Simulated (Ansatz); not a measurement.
Isolated molecules relaxed with PBE0-D4/def2-TZVP in Ansatz; ΔE leaves out vibrations. CCSD(T)/CBS is the MP2 limit (def2-TZVPP, def2-QZVPP) plus CCSD(T) − MP2 in def2-TZVPP, frozen cores. This one scheme is used for every species. DFT in def2-TZVPP. Each species was taken in one conformer, which may not be the lowest.

Consider the ligand exchange at the Si–N bond: `O=C=N[Si](F)(F)F` + CH₃OH → `CO[Si](F)(F)F` + `N=C=O`.

| level | ΔE (kcal/mol) |
| --- | --- |
| revPBE-D4 | -3.7 |
| r2SCAN0 | -3.9 |

(1) What does CCSD(T)/CBS give? (Best estimate.)

Largest T1 diagnostic among the species: 0.018.

Results:

(1) The calculation gave: -4.3 kcal/mol. The listed levels differ from it by 0.6, 0.4 kcal/mol.

Leaving LDA and LC-ωPBE aside and taking each functional with its dispersion term where it has one, the values, not all of them listed here, spread over 1.3 kcal/mol, from BLYP-D4 to HSE06-D4. At CCSD(T), def2-SVP lies +1.2 kcal/mol from the extrapolated value and def2-TZVPP −0.1 kcal/mol. In def2-TZVPP, CCSD(T) changes the Hartree–Fock value by −1.2 kcal/mol (the triples alone add −0.3 kcal/mol) and MP2 by −0.8 kcal/mol.
